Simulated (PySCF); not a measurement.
Input of a run (PBE0-D3(BJ)/def2-SVP geometry optimisation, gas phase, def2 core potentials past Kr (PySCF 2.14.0)), started from GFN2-xTB:
```
{"job": {"xc": "PBE0", "basis": "def2-SVP", "d3": "d3bj", "grid": 1, "maxiter": 30, "shake": 0.03, "kind": "geom"}, "charge": 0, "multiplicity": 1}
W      0.069250    -0.078510     0.017230
S      0.039460    -0.027420     2.169530
S      2.004550     0.004700    -0.716380
Br    -0.968320     1.984360    -0.740000
Br    -1.070090    -1.993600    -0.792500
```

Output (energies in Eh, forces in Eh/bohr):
```
step   0  E = -6010.24868069  max force = 0.034624
step   1  E = -6010.25225566  max force = 0.007876
step   2  E = -6010.25248927  max force = 0.001442
step   3  E = -6010.25251489  max force = 0.001438
step   4  E = -6010.25249422  max force = 0.003185
step   5  E = -6010.25248961  max force = 0.003181
step   6  E = -6010.25253511  max force = 0.001674
step   7  E = -6010.25257274  max force = 0.000879
step   8  E = -6010.25259923  max force = 0.000833
step   9  E = -6010.25260513  max force = 0.000738
step  10  E = -6010.25260478  max force = 0.000830
optimisation converged
```

**Question.** Summarise the run.

**Answer.** The energy falls by 0.107 eV over 11 energy and gradient evaluations, the largest force component goes from 0.0346 to 8.3e-04 Eh/bohr, and the atoms move by 0.058 Å rms after alignment. The bond that changes most is W1–S3 (ends: tungsten bonded to 2 Br and 2 S; sulfur bonded to W), which lengthens by 0.043 Å. Bonds longer at the end by more than 0.005 Å: 2 of 4; shorter: 2. Among the angles that change most is S3–W1–Br4, from 104.7° to 108.7°. The energy rose by more than 1e-6 Eh at steps 4 and 5. The first step brought 91 % of the lowering.

**Question.** What are the final bond lengths?

**Answer.** W1–S2 2.116 Å, W1–S3 2.114 Å, W1–Br4 2.400 Å, W1–Br5 2.395 Å. Numbering counts from 1 in the input's order; the species is `[S]=[W](=[S])([Br])[Br]` (WS2Br2).

The run used 132 basis functions and 85 SCF cycles in all.

No PBE0-D3(BJ)/def2-SVP frequencies stand behind this structure, so it isn't proved a minimum.
